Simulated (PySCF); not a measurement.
An unknown is described by computed data only.

Formula: C6H13NO.

| Quantity | Value |
| --- | --- |
| Dipole | 3.66 D [PBE0/pcSseg-1] |
| NMR, other nuclei | isotropic shieldings of nuclei other than C and H, by class: 116 (1 N), -101 (1 O) ppm [GIAO PBE0/pcSseg-1] |
| 1H NMR | chemical shifts (computed TMS as zero) by class: 4.51 (1 H), 1.88 (3 H), 1.39 (9 H) ppm [GIAO PBE0/pcSseg-1] |
| 13C NMR | chemical shifts (computed TMS as zero) by class: 169.9 (1 C), 52.0 (1 C), 29.1 (3 C), 25.7 (1 C) ppm [GIAO PBE0/pcSseg-1] |
| Rotational structure | rotational constants A, B, C: 3.311, 1.391, 1.256 GHz [GFN2-xTB] |

Gas-phase values; electronic properties from PySCF, density fitting. Levels stand in brackets. The structure is a single GFN2-xTB conformer in the gas phase; no vibrational or solvent corrections. NMR classes are plain means over equivalent atoms (diastereotopic ones count apart unless rotation or inversion swaps them), as if these changed places fast.

Question: Propose a structure and show how it fits.

Answer: Numbering: `[CH3:1][C:2](=[O:3])[NH:4][C:5]([CH3:6])([CH3:7])[CH3:8]`. Its formula, C6H13NO, gives 1 degree of unsaturation: 0 rings and 1 π bond in the structure found. 6 carbons fall into 4 classes; from least to most shielded: amide carbonyl carbon [C2] (169.9 ppm), sp3 carbon bound to nitrogen [C5] (52.0 ppm), methyl carbon [C6/C7/C8] (29.1 ppm, 3 C, up to 5.2 ppm apart in this geometry), methyl carbon next to a carbonyl [C1] (25.7 ppm). Hydrogen classes from least to most shielded: 1 H on an amide nitrogen, N4 (4.51 ppm), 3 H on a methyl carbon next to a carbonyl, C1 (1.88 ppm), 9 H on 3 methyl carbons, C6/C7/C8 (1.39 ppm, a mean of values up to 2.4 ppm apart in this geometry). The other shieldings belong to: 116 ppm, amide nitrogen [N4]; -101 ppm, amide oxygen [O3]. By its constants the optimised geometry is an asymmetric top. Structure: `CC(C)(NC(C)=O)C`. Computed isomers that give other values at the same levels: `CCN(CC)C(C)=O` (13C chemical shifts (computed TMS as zero) by class: 169.7 (1 C), 44.1 (1 C), 41.3 (1 C), 23.4 (1 C), 15.3 (1 C), 14.0 (1 C) ppm); `CN1CCC(O)CC1` (13C chemical shifts (computed TMS as zero) by class: 73.7 (1 C), 57.8 (2 C), 48.3 (1 C), 41.3 (2 C) ppm); `CCCCNC(C)=O` (13C chemical shifts (computed TMS as zero) by class: 169.1 (1 C), 40.9 (1 C), 38.7 (1 C), 24.2 (1 C), 24.0 (1 C), 16.9 (1 C) ppm). The assignments are read from this structure; whether some other isomer fits the data as well wasn't checked.

Conformer computed: `[CH3:1][C:2](=[O:3])[NH:4][C:5]([CH3:6])([CH3:7])[CH3:8]`: C1–C2–N4–C5 -178°, C2–N4–C5–C6 180°.
